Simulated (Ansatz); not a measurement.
CH8OSiSn can be A, `[OH][SnH2][CH2][SiH3]`, or B, `O[SiH2][CH2][SnH3]`.

Computed with Ansatz on PBE0-D4/def2-TZVP structures; ΔE is electronic, products minus reactants. CBS: MP2 limit from def2 TZ/QZ plus the TZ coupled-cluster correction, frozen cores. Functionals use def2-TZVPP. B3LYP here is the variant with VWN-RPA as its local correlation; programs differ in this. def2 core potentials past Kr. For Sn outer-core shells are correlated without core-valence functions, which leaves a few kJ/mol of doubt a bond. Each species was taken in one conformer, which may not be the lowest.

Question: Which isomer does CCSD(T)/CBS put lower? Give the gap. (Best estimate.)

Answer: Computed: B, by 69.4 kJ/mol.

Question: Give E(B) − E(A) in kJ/mol with B3LYP-D4, B3LYP, CCSD(T)/def2-TZVPP, B2PLYP, ωB97M-V, HF/def2-TZVPP, MP2/def2-TZVPP. (An estimate is asked.)

Answer: The calculation gave: B3LYP-D4 -72.1, B3LYP -71.1, CCSD(T)/def2-TZVPP -73.9, B2PLYP -71.7, ωB97M-V -75.8, HF/def2-TZVPP -79.6, MP2/def2-TZVPP -74.2. None reverses the order clearly.

Largest T1 diagnostic: 0.013.

From PBE to PBE0 (25 % exact exchange), in def2-TZVPP and without D4, E(B) − E(A) moves by −7.0 kJ/mol. In def2-TZVPP, CCSD(T) changes the Hartree–Fock value by +5.7 kJ/mol (the triples alone add +2.0 kJ/mol) and MP2 by +5.4 kJ/mol.
